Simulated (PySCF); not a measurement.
PySCF 2.14 output of an unrestricted LDA calculation on a single atom or ion in aug-cc-pVDZ, with no relativity, point nucleus:

```
SCF conv_tol = 1e-09
number electrons alpha = 4  beta = 2
    P. A. M. Dirac.,  Math. Proc. Cambridge Philos. Soc. 26, 376 (1930)
    F. Bloch.,  Z. Phys. 57, 545 (1929)
    S. H. Vosko, L. Wilk, and M. Nusair.,  Can. J. Phys. 58, 1200 (1980)
cycle= 1 E= -71.4377657830472  delta_E= -0.00325  |g|= 0.00422  |ddm|= 0.225
cycle= 2 E= -71.4377721797615  delta_E= -6.4e-06  |g|= 0.000538  |ddm|= 0.0239
cycle= 3 E= -71.4377723034055  delta_E= -1.24e-07  |g|= 5.53e-05  |ddm|= 0.00367
cycle= 4 E= -71.4377723048037  delta_E= -1.4e-09  |g|= 1.1e-06  |ddm|= 0.000345
cycle= 5 E= -71.4377723048052  delta_E= -1.53e-12  |g|= 8.97e-08  |ddm|= 4.91e-06
converged SCF energy = -71.4377723048052  <S^2> = 2.0004128  2S+1 = 3.0002752
```

The run itself started from symmetry-adapted Hartree-Fock orbitals and held the occupation by maximum overlap, on a logarithmic radial grid, so the iterations belong to that start.

Q: Which element, charge and spin multiplicity is this?

A: O²⁺ (oxygen, charge +2), multiplicity 3; the state was [He] 2s2 2p1 3s1, high-spin 3P determinant (an excited configuration).

The outer electron is Rydberg-like, and this basis confines it to a smaller radius and binds it less than a complete one would.
